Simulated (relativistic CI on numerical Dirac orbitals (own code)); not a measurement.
d2 in a ligand field

Computed with a parametric ligand-field model of a d^n configuration (Racah B and C, spin-orbit zeta, crystal field), exact diagonalisation.

Field parameters in Wybourne normalisation: Oh B⁴₀ = 21Dq, B⁴₄ = √(5/14) B⁴₀; Td as Oh with Dq negative (B⁴₀ = 21Dq, B⁴₄ = √(5/14) B⁴₀). The field is a parameter set, without covalency.

Problem. Ground term and bands for B = 630, C = 2960, ζ = 0 cm⁻¹, Td, 10Dq = -2900 cm⁻¹?

Solution. Ground term 3A2 with 2.00 electrons in the two orbitals of the cubic e set. Spin-allowed: 3T2 2900 cm⁻¹, 3T1 5049 cm⁻¹ (1980 nm), 3T1 13101 cm⁻¹ (763 nm). Lowest spin-forbidden: 1E 10289 cm⁻¹ (972 nm), 1T2 12818 cm⁻¹ (780 nm), 1A1 15443 cm⁻¹ (648 nm). With an A2 ground term the first spin-allowed band lies at |10Dq| itself.

Problem. Ground term and bands for B = 860, C = 3930, ζ = 0 cm⁻¹, Oh, 10Dq = 24650 cm⁻¹?

Solution. Ground term 3T1 with 0.02 electrons in the two orbitals of the cubic e set. Spin-allowed: 3T2 22872 cm⁻¹ (437 nm), 3T1 33994 cm⁻¹ (294 nm), 3A2 47522 cm⁻¹ (210 nm). Lowest spin-forbidden: 1T2 13455 cm⁻¹ (743 nm), 1E 13640 cm⁻¹ (733 nm), 1A1 29334 cm⁻¹ (341 nm).

Problem. Ground term and bands for B = 910, C = 3360, ζ = 0 cm⁻¹, Oh, 10Dq = 26350 cm⁻¹?

Solution. Ground term 3T1 with 0.02 electrons in the two orbitals of the cubic e set. Spin-allowed: 3T2 24463 cm⁻¹ (409 nm), 3T1 36225 cm⁻¹ (276 nm), 3A2 50813 cm⁻¹ (197 nm). Lowest spin-forbidden: 1T2 12638 cm⁻¹ (791 nm), 1E 12831 cm⁻¹ (779 nm), 1A1 28117 cm⁻¹ (356 nm).

Problem. Ground term and bands for B = 340, C = 1620, ζ = 0 cm⁻¹, Td, 10Dq = -11600 cm⁻¹?

Solution. Ground term 3A2 with 2.00 electrons in the two orbitals of the cubic e set. Spin-allowed: 3T2 11600 cm⁻¹ (862 nm), 3T1 15218 cm⁻¹ (657 nm), 3T1 24682 cm⁻¹ (405 nm). Lowest spin-forbidden: 1E 5901 cm⁻¹ (1695 nm), 1A1 10731 cm⁻¹ (932 nm), 1T2 17445 cm⁻¹ (573 nm). With an A2 ground term the first spin-allowed band lies at |10Dq| itself.

Problem. A d2 ion in Oh symmetry has the ground term 3T1 and bands at 1T2 6749 cm⁻¹ (1482 nm), 1E 6823 cm⁻¹ (1466 nm), 3T2 13106 cm⁻¹ (763 nm), 1A1 14903 cm⁻¹ (671 nm), 3T1 18361 cm⁻¹ (545 nm), 3A2 27106 cm⁻¹ (369 nm). Which parameters reproduce them?

Solution. B = 410, C = 2050, ζ = 0 cm⁻¹, Oh, 10Dq = 14000 cm⁻¹.
